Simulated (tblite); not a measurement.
Record of a relaxation.

C₇H₁₂GeO.
Atom-mapped SMILES: `[CH3:1][CH2:2][CH2:3][c:4]1[cH:5][cH:6][o:7][c:8]1[GeH3:9]` (hydrogens: H10, H11, H12 on C1; H13, H14 on C2; H15, H16 on C3; H17 on C5; H18 on C6; H19, H20, H21 on Ge9)

Computed with GFN2-xTB (tblite), gas phase: L-BFGS steps from a force-field or distance-geometry start until the largest atomic force falls under 0.01 eV/Å. 9 of its 205 geometries are shown.

Step 0: E = -736.3083 eV, largest atomic force 3.658 eV/Å
```
atom  x, y, z in Å  |  force x, y, z in eV/Å
C1     -2.610   -0.245   -0.013   -1.364  -0.954  -0.223
C2     -1.788    0.867   -0.652   -0.902  -0.141  -0.429
C3     -0.348    0.448   -0.857   -0.099   1.932  -1.193
C4      0.381    0.080    0.345    1.055  -0.768   0.365
C5     -0.023    0.028    1.681   -0.731   0.233   0.467
C6      1.052   -0.395    2.413   -1.219   0.339   0.580
O7      2.042   -0.590    1.581    3.112  -1.170   1.525
C8      1.717   -0.330    0.346   -1.992   0.687  -1.273
Ge9     2.825   -0.481   -1.221    0.834   0.337  -0.255
H10    -3.479   -0.510   -0.695    0.992   0.080   0.752
H11    -3.090    0.122    0.909    0.410  -0.516  -0.215
H12    -2.016   -1.182    0.158   -0.646   1.021  -0.007
H13    -1.933    1.793   -0.063    0.485  -0.388  -0.359
H14    -2.217    1.024   -1.659    0.237   0.355   0.375
H15    -0.301   -0.305   -1.656    0.046  -0.014   0.360
H16     0.157    1.375   -1.247   -0.123  -0.643  -0.076
H17    -0.988    0.281    2.069   -0.023   0.017   0.025
H18     1.125   -0.558    3.496    0.295   0.031  -0.902
H19     3.380   -1.901   -1.395   -0.247   0.469  -0.054
H20     4.056    0.465   -1.077   -0.527  -0.479  -0.084
H21     2.049    0.031   -2.462    0.407  -0.427   0.621
```

Step 26: E = -736.8739 eV, largest atomic force 0.110 eV/Å
```
atom  x, y, z in Å  |  force x, y, z in eV/Å
C1     -2.709   -0.284   -0.055    0.007   0.041  -0.012
C2     -1.899    0.902   -0.609   -0.085  -0.019   0.048
C3     -0.447    0.525   -0.894   -0.104  -0.002  -0.035
C4      0.362    0.144    0.306    0.005  -0.001  -0.030
C5      0.008    0.100    1.677   -0.006  -0.047  -0.039
C6      1.103   -0.370    2.336    0.000   0.008   0.012
O7      2.108   -0.604    1.484   -0.042   0.027   0.013
C8      1.661   -0.290    0.243    0.030  -0.045   0.019
Ge9     2.953   -0.499   -1.165    0.046   0.012  -0.025
H10    -3.503   -0.569   -0.740    0.005  -0.002  -0.028
H11    -3.171   -0.050    0.901    0.029   0.038  -0.034
H12    -2.068   -1.152    0.090   -0.010   0.038   0.004
H13    -1.933    1.749    0.078    0.051  -0.067   0.071
H14    -2.342    1.248   -1.547   -0.008  -0.045   0.041
H15    -0.445   -0.319   -1.590    0.040  -0.041  -0.029
H16     0.050    1.354   -1.404    0.028   0.094   0.010
H17    -0.928    0.370    2.120   -0.021   0.004  -0.013
H18     1.273   -0.588    3.371    0.013   0.039   0.051
H19     3.437   -1.909   -1.233   -0.021  -0.014  -0.024
H20     4.136    0.369   -0.897    0.004   0.013  -0.019
H21     2.345   -0.110   -2.471    0.040  -0.033   0.019
```

Step 51: E = -736.9032 eV, largest atomic force 0.086 eV/Å
```
atom  x, y, z in Å  |  force x, y, z in eV/Å
C1     -2.734   -0.310   -0.066    0.029   0.045  -0.025
C2     -1.916    0.909   -0.512   -0.048   0.016   0.018
C3     -0.489    0.539   -0.915   -0.059  -0.008  -0.017
C4      0.361    0.122    0.243   -0.007  -0.019   0.023
C5      0.005    0.097    1.615    0.014   0.026   0.025
C6      1.109   -0.312    2.294    0.033  -0.006  -0.020
O7      2.118   -0.546    1.447    0.012  -0.024   0.027
C8      1.669   -0.285    0.191    0.028  -0.021   0.075
Ge9     3.015   -0.550   -1.158   -0.047   0.033  -0.003
H10    -3.401   -0.632   -0.863    0.044  -0.073   0.005
H11    -3.346   -0.084    0.806    0.030  -0.001  -0.057
H12    -2.071   -1.135    0.183   -0.076   0.001   0.041
H13    -1.870    1.651    0.286   -0.001   0.000   0.013
H14    -2.413    1.384   -1.360    0.038   0.016  -0.001
H15    -0.518   -0.266   -1.654    0.017  -0.038  -0.028
H16    -0.014    1.400   -1.393    0.012   0.055  -0.043
H17    -0.946    0.352    2.032   -0.020   0.006   0.083
H18     1.299   -0.464    3.340   -0.033  -0.007  -0.026
H19     3.480   -1.965   -1.179   -0.022  -0.044  -0.003
H20     4.196    0.304   -0.849    0.018   0.035  -0.033
H21     2.456   -0.191   -2.489    0.038   0.007  -0.055
```

Step 76: E = -736.9783 eV, largest atomic force 0.077 eV/Å
```
atom  x, y, z in Å  |  force x, y, z in eV/Å
C1     -2.730   -0.328   -0.132    0.047   0.008  -0.026
C2     -1.909    0.912   -0.466    0.025   0.019  -0.016
C3     -0.475    0.570   -0.865    0.009  -0.002   0.020
C4      0.378    0.160    0.296    0.027   0.013  -0.012
C5      0.051    0.125    1.675   -0.016   0.017  -0.028
C6      1.164   -0.319    2.321   -0.045  -0.015  -0.009
O7      2.152   -0.555    1.450   -0.018  -0.020   0.036
C8      1.678   -0.263    0.212    0.015  -0.022   0.011
Ge9     2.939   -0.554   -1.212    0.047   0.005   0.009
H10    -2.858   -0.943   -1.020   -0.031  -0.012  -0.042
H11    -3.712   -0.045    0.238   -0.027  -0.012  -0.001
H12    -2.235   -0.934    0.621    0.008   0.010   0.050
H13    -1.880    1.591    0.387   -0.050   0.011   0.040
H14    -2.391    1.447   -1.286   -0.021  -0.002  -0.063
H15    -0.477   -0.243   -1.598   -0.027   0.035  -0.009
H16    -0.014    1.439   -1.349   -0.015  -0.030   0.049
H17    -0.883    0.398    2.122    0.045  -0.021   0.059
H18     1.351   -0.521    3.359    0.032   0.046  -0.032
H19     3.350   -1.988   -1.228    0.017  -0.011  -0.024
H20     4.164    0.274   -1.000   -0.036  -0.017  -0.018
H21     2.328   -0.205   -2.526    0.014   0.000   0.008
```

Step 102: E = -736.9889 eV, largest atomic force 0.036 eV/Å
```
atom  x, y, z in Å  |  force x, y, z in eV/Å
C1     -2.729   -0.344   -0.158    0.015  -0.006  -0.010
C2     -1.928    0.913   -0.474    0.002  -0.007   0.012
C3     -0.475    0.607   -0.833   -0.002   0.002   0.007
C4      0.371    0.153    0.316    0.002   0.010   0.001
C5      0.079    0.147    1.703   -0.002   0.012   0.000
C6      1.193   -0.322    2.328    0.000   0.012   0.002
O7      2.151   -0.603    1.438   -0.007  -0.010   0.000
C8      1.655   -0.317    0.207    0.000  -0.005   0.002
Ge9     2.914   -0.591   -1.225    0.008   0.013   0.009
H10    -2.747   -1.004   -1.021   -0.010  -0.021  -0.014
H11    -3.754   -0.087    0.099   -0.003  -0.002   0.002
H12    -2.291   -0.888    0.675    0.015   0.003   0.001
H13    -1.956    1.595    0.378    0.006   0.013   0.008
H14    -2.393    1.426   -1.319   -0.002  -0.009   0.004
H15    -0.448   -0.162   -1.611    0.003   0.014  -0.004
H16    -0.015    1.507   -1.254   -0.011   0.008   0.003
H17    -0.830    0.450    2.182   -0.010   0.012  -0.004
H18     1.417   -0.485    3.365   -0.012  -0.014   0.000
H19     3.357   -2.014   -1.272    0.005  -0.007   0.005
H20     4.113    0.265   -0.987    0.005  -0.020  -0.029
H21     2.309   -0.228   -2.538   -0.003   0.003   0.005
```

Step 128: E = -737.0287 eV, largest atomic force 0.094 eV/Å
```
atom  x, y, z in Å  |  force x, y, z in eV/Å
C1     -2.386   -0.559   -0.242   -0.048  -0.063   0.002
C2     -1.956    0.883   -0.471    0.003   0.022   0.007
C3     -0.453    1.014   -0.733    0.035  -0.058   0.014
C4      0.371    0.393    0.346   -0.036   0.029   0.066
C5      0.129    0.438    1.744   -0.004  -0.052   0.016
C6      1.101   -0.310    2.328   -0.011  -0.020  -0.045
O7      1.930   -0.807    1.402    0.088   0.019  -0.003
C8      1.491   -0.381    0.188    0.001  -0.041   0.015
Ge9     2.681   -0.830   -1.262    0.043   0.057   0.020
H10    -2.180   -1.171   -1.119    0.061   0.027   0.035
H11    -3.454   -0.607   -0.043   -0.009   0.007   0.003
H12    -1.861   -0.982    0.613   -0.020  -0.023  -0.072
H13    -2.216    1.480    0.404   -0.022   0.009   0.036
H14    -2.504    1.292   -1.322    0.031   0.029  -0.023
H15    -0.196    0.523   -1.675    0.008   0.012  -0.061
H16    -0.197    2.073   -0.824   -0.008   0.021  -0.006
H17    -0.665    0.949    2.247   -0.047   0.042   0.017
H18     1.286   -0.568    3.354    0.029   0.027  -0.034
H19     3.089   -2.262   -1.218   -0.021  -0.023   0.067
H20     3.917    0.007   -1.127   -0.052  -0.056  -0.055
H21     2.063   -0.560   -2.591   -0.021   0.035   0.001
```

Step 153: E = -737.0655 eV, largest atomic force 0.096 eV/Å
```
atom  x, y, z in Å  |  force x, y, z in eV/Å
C1     -2.081   -0.679   -0.464   -0.030   0.007   0.028
C2     -1.933    0.835   -0.492    0.028   0.036  -0.017
C3     -0.464    1.270   -0.553    0.039  -0.038   0.001
C4      0.364    0.560    0.461    0.008   0.002   0.027
C5      0.192    0.571    1.870    0.034   0.041   0.029
C6      1.147   -0.252    2.377   -0.013  -0.029   0.003
O7      1.888   -0.775    1.395    0.048   0.015   0.026
C8      1.417   -0.282    0.221   -0.048  -0.014   0.018
Ge9     2.371   -0.983   -1.294   -0.015  -0.009  -0.073
H10    -1.536   -1.134   -1.287    0.045  -0.010  -0.062
H11    -3.127   -0.955   -0.547   -0.086  -0.041  -0.008
H12    -1.694   -1.082    0.468    0.019  -0.034   0.002
H13    -2.399    1.263    0.397   -0.019  -0.022   0.042
H14    -2.453    1.235   -1.364   -0.011   0.040  -0.023
H15    -0.054    1.049   -1.544    0.001   0.007   0.008
H16    -0.403    2.348   -0.387    0.008   0.021  -0.042
H17    -0.539    1.119    2.428   -0.034   0.032  -0.004
H18     1.382   -0.545    3.380    0.007   0.007   0.054
H19     2.626   -2.425   -1.023    0.008  -0.004  -0.047
H20     3.683   -0.296   -1.478    0.037   0.018   0.018
H21     1.603   -0.826   -2.563   -0.025  -0.025   0.019
```

Step 178: E = -737.0966 eV, largest atomic force 0.064 eV/Å
```
atom  x, y, z in Å  |  force x, y, z in eV/Å
C1     -1.955   -0.735   -0.719   -0.042  -0.028  -0.022
C2     -1.909    0.764   -0.453   -0.039  -0.001   0.017
C3     -0.472    1.298   -0.470   -0.005  -0.026   0.014
C4      0.373    0.610    0.545    0.001   0.005  -0.007
C5      0.281    0.723    1.957   -0.014  -0.003  -0.023
C6      1.207   -0.131    2.466    0.027   0.003  -0.004
O7      1.862   -0.761    1.483    0.021   0.006  -0.014
C8      1.355   -0.314    0.305   -0.001   0.017  -0.005
Ge9     2.182   -1.063   -1.265   -0.010  -0.016   0.016
H10    -1.407   -0.979   -1.630   -0.035   0.022   0.049
H11    -2.983   -1.075   -0.833    0.019   0.023   0.002
H12    -1.507   -1.284    0.107    0.023   0.006  -0.027
H13    -2.363    0.980    0.518    0.020  -0.035  -0.028
H14    -2.490    1.291   -1.213    0.012  -0.004  -0.021
H15    -0.037    1.131   -1.460    0.011   0.019   0.009
H16    -0.487    2.373   -0.274    0.018   0.015  -0.001
H17    -0.384    1.357    2.506   -0.007   0.002   0.021
H18     1.488   -0.369    3.472   -0.002  -0.002   0.046
H19     2.464   -2.507   -1.031   -0.020   0.001   0.000
H20     3.478   -0.383   -1.562    0.006   0.014  -0.007
H21     1.293   -0.912   -2.452    0.016  -0.017  -0.014
```

Step 204: E = -737.1055 eV, largest atomic force 0.009 eV/Å
```
atom  x, y, z in Å  |  force x, y, z in eV/Å
C1     -1.928   -0.744   -0.908   -0.003   0.004   0.001
C2     -1.923    0.697   -0.417    0.002   0.000   0.003
C3     -0.511    1.297   -0.418    0.002  -0.007   0.002
C4      0.368    0.634    0.585    0.006   0.000   0.004
C5      0.326    0.795    1.994   -0.001  -0.002   0.004
C6      1.286   -0.024    2.500   -0.005   0.001   0.000
O7      1.915   -0.678    1.515   -0.006   0.003   0.002
C8      1.356   -0.282    0.342   -0.001   0.002   0.001
Ge9     2.126   -1.118   -1.214    0.001  -0.003  -0.007
H10    -1.564   -0.797   -1.932   -0.002  -0.001  -0.003
H11    -2.934   -1.155   -0.877    0.003   0.001  -0.002
H12    -1.284   -1.361   -0.285    0.004  -0.006   0.005
H13    -2.328    0.740    0.597   -0.003   0.000  -0.001
H14    -2.565    1.303   -1.060   -0.002   0.001  -0.002
H15    -0.069    1.180   -1.411    0.000   0.006   0.001
H16    -0.576    2.364   -0.191    0.002  -0.002  -0.004
H17    -0.330    1.437    2.547    0.002   0.000   0.001
H18     1.604   -0.220    3.506    0.003   0.002  -0.002
H19     2.378   -2.554   -0.910    0.000   0.000   0.001
H20     3.428   -0.480   -1.575    0.002  -0.001   0.001
H21     1.215   -1.017   -2.389    0.000   0.002  -0.004
```

Q: Summarise the path.

A: The energy falls by 76.92 kJ/mol from step 0 to step 204; nine tenths of that is first reached at step 127. It rises by more than 0.2 meV at steps 57 and 114. The largest force goes from 3.658 to 0.009 eV/Å. Among the bonds Ge9–H20 changes most, from 1.560 to 1.494 Å; the atoms move by 1.203 Å rms after alignment.

What follows is the cost of the whole relaxation. Time: 3.0 s. Hardware: Arm Neoverse N1, one thread, no GPU, shared host with 64 logical CPUs at a one-minute load of 57.
